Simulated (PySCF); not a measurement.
**Vertical excitation energies**

Te(NMe2)2, C4H12N2Te.
Geometry (PBE0-D3(BJ)/def2-SVP, Å), atoms numbered from 1 in this order:
```
atom  x, y, z in Å
Te1   -0.0966   -0.0666   -1.8566
N2     1.5958   -0.0582   -0.7257
C3     1.9551   -1.2490    0.0043
C4     2.0090    1.1634   -0.0795
H5     3.0528   -1.2934    0.1364
H6     1.6458   -2.1474   -0.5479
H7     1.5027   -1.2965    1.0173
H8     1.7418    2.0341   -0.6946
H9     1.5586    1.3026    0.9258
H10    3.1075    1.1670    0.0536
N11   -1.6740    0.0130   -0.5707
C12   -2.0071   -1.1601    0.1997
C13   -1.9596    1.2524    0.1096
H14   -1.4469   -1.2333    1.1557
H15   -1.8073   -2.0716   -0.3810
H16   -3.0837   -1.1497    0.4543
H17   -1.7316    2.1094   -0.5396
H18   -3.0342    1.2999    0.3684
H19   -1.3909    1.3776    1.0552
```

The calculation used PySCF, TDDFT CAM-B3LYP/def2-SVPD, vertical, gas phase, core orbitals frozen in the response, def2 core potentials past Kr. Spin–orbit coupling is left out.

Question: What does the calculation give for the low-lying excited states?

Answer: 

| state | E (eV) | E (hartree) | f | \|μ\| (D) | main configurations (H = HOMO, L = LUMO) |
| --- | --- | --- | --- | --- | --- |
| S1 | 4.11 | 0.1512 | 0.0000 | 0.00 | H→L+1 (91%) |
| S2 | 4.39 | 0.1613 | 0.0007 | 0.21 | H→L (90%) |
| S3 | 4.70 | 0.1728 | 0.0043 | 0.49 | H-1→L+1 (85%) |
| S4 | 4.72 | 0.1736 | 0.043 | 1.55 | H-1→L (68%), H-2→L+1 (11%), H-1→L+2 (9%) |
| S5 | 5.49 | 0.2017 | 0.0098 | 0.69 | H-2→L (79%) |
| S6 | 5.71 | 0.2100 | 0.108 | 2.23 | H→L+2 (88%) |
| S7 | 5.78 | 0.2122 | 0.021 | 0.99 | H-1→L+2 (80%) |
| S8 | 5.92 | 0.2175 | 0.039 | 1.33 | H-2→L+1 (74%), H-1→L (15%) |
| S9 | 6.27 | 0.2306 | 0.029 | 1.11 | H→L+3 (42%), H-1→L+5 (22%), H-2→L+2 (19%) |
| S10 | 6.33 | 0.2325 | 0.013 | 0.73 | H→L+3 (55%), H-1→L+5 (18%), H-2→L+2 (14%) |

Triplets (Tamm–Dancoff): T1 3.52 eV, H→L (78%), H→L+4 (11%); T2 3.54 eV, H→L+1 (84%); T3 3.92 eV, H-1→L (76%), H-1→L+4 (8%); T4 4.33 eV, H-1→L+1 (79%).

The lowest singlet comes at 301 nm (397 kJ/mol) in the ultraviolet; it is dark (f under 0.0005); its leading configuration is HOMO→LUMO+1 (91%). The strongest level in the table is S6 at 5.71 eV (217 nm, f = 0.108). Löwdin shares by element: HOMO tellurium 76%, nitrogen 10%; LUMO tellurium 67%, nitrogen 22%. The listed states span 2.21 eV, and the widest gap between neighbours is 0.77 eV (S4 to S5). Of the 10 states listed, 6 reach f = 0.01 and 1 stays under 0.0005. Orbital energies (eV): HOMO-3 -10.03, HOMO-2 -8.33, HOMO-1 -7.37, HOMO -7.26, LUMO 0.44, LUMO+1 0.51, LUMO+2 1.07. No computed singlet lies in the visible range (380 to 750 nm); the lowest, at 301 nm, stands 0.85 eV above its violet end (3.26 eV). The window holds the lowest 10 singlets.

One conformer stands for the species.
